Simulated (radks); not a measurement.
These are the eigenvalues of the occupied orbitals of an atom or ion with whole-number occupations (eV). Method: scalar-relativistic Kohn-Sham, PBE, spin-polarised, spherical densities, finite nucleus; Fermi nuclear charge, rms radius of each element as measured or else 0.836 A^(1/3) + 0.57 fm; computed with a radial shooting solver on a logarithmic mesh with Libxc functionals.

1s up: -1268.809
1s down: -1268.735
2s up: -88.9069
2s down: -88.7504
2p up: -55.6729
2p down: -55.5026
3s up: -11.9173

Which element is it, and in what charge state? The configuration may be excited. Open shells, if any, are filled with parallel spins first.

Answer. Z = 12, magnesium, charge +1: Mg+ in [Ne] 3s1. The list shows which subshells hold electrons but not how many an open one holds; the 1s level, -46.628 hartree, gives Z - s = 9.7 by -(Z - s)^2/2, which with screening and relativity narrows Z to a few neighbours, and the depths of the outer levels then fix element, charge and occupations together.
